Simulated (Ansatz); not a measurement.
One change: `O[Si](O)(S)[TeH]` becomes `O[Si](O)(O)S`.

Ansatz, PBE0-D4/def2-TZVP geometries, multiplicity 1. Each molecule was computed in one conformer, which needn't be the lowest.

Elements past krypton have def2 core potentials.

| property | `O[Si](O)(S)[TeH]` |
| --- | --- |
| LUMO energy (B3LYP/def2-TZVPP) / eV | -0.82 |
| size of the dipole moment (PBE/def2-TZVPP) / D | 1.52 |
| HOMO energy (PBE0/def2-TZVPP) / eV | -6.56 |
| LUMO energy (PBE0/def2-TZVPP) / eV | -0.59 |
| size of the dipole moment (ωB97M-V/def2-TZVPP) / D | 1.57 |
| HOMO energy (ωB97M-V/def2-TZVPP) / eV | -8.63 |

(1) What does the change do to each property? (An estimate is asked.)

## Answers

(1) Ansatz gave: 
| property | `O[Si](O)(O)S` | shift |
| --- | --- | --- |
| LUMO energy (B3LYP/def2-TZVPP) / eV | -0.03 | 0.79 |
| size of the dipole moment (PBE/def2-TZVPP) / D | 0.80 | -0.72 |
| HOMO energy (PBE0/def2-TZVPP) / eV | -7.58 | -1.02 |
| LUMO energy (PBE0/def2-TZVPP) / eV | 0.34 | 0.93 |
| size of the dipole moment (ωB97M-V/def2-TZVPP) / D | 0.78 | -0.79 |
| HOMO energy (ωB97M-V/def2-TZVPP) / eV | -9.81 | -1.18 |

With PBE0 the HOMO falls by 1.02 eV and the LUMO rises by 0.93 eV, so the gap widens by about 1.95 eV. PBE moves the HOMO by -0.78 eV and ωB97M-V by -1.18 eV. Dipoles are sizes alone; their direction can turn.

B3LYP here is the variant with VWN-RPA as its local correlation; programs differ in this.

Spin–orbit coupling is left out; it splits and shifts lone-pair levels of the heavy atoms by tenths of an eV.
